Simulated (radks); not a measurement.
Q: All-electron atom: Te V in [Kr] 4d10 5s2. All-electron calculation, scalar-relativistic Kohn-Sham, PBE, spin-unpolarised, spherical densities, finite nucleus; Fermi nuclear charge, rms radius 4.7423 fm. Program: a radial shooting solver on a logarithmic mesh with Libxc functionals. Some entries of the table are withheld. Estimate them.

| orbital | occ. | eigenvalue (Ry) | <r^2> (bohr^2) | <r> (bohr) |
|---|---|---|---|---|
| 1s | 2 | -2327.795 | 0.001048 | 0.02781 |
| 2s | 2 | -359.7005 | 0.01694 | 0.1199 |
| 2p | 6 | -323.2447 | 0.01340 | (1) |
| 3s | 2 | -74.15195 | 0.1186 | 0.3221 |
| 3p | 6 | -62.29924 | 0.1189 | 0.3202 |
| 3d | 10 | -44.37599 | 0.1043 | 0.2967 |
| 4s | 2 | -15.26219 | (2) | 0.7640 |
| 4p | 6 | -11.58539 | 0.7653 | 0.8195 |
| 4d | 10 | -6.21656 | 1.077 | 0.9597 |
| 5s | 2 | -3.91288 | 3.901 | 1.868 |

A: 
(1) 2p <r> (bohr): 0.1048
(2) 4s <r^2> (bohr^2): 0.6595
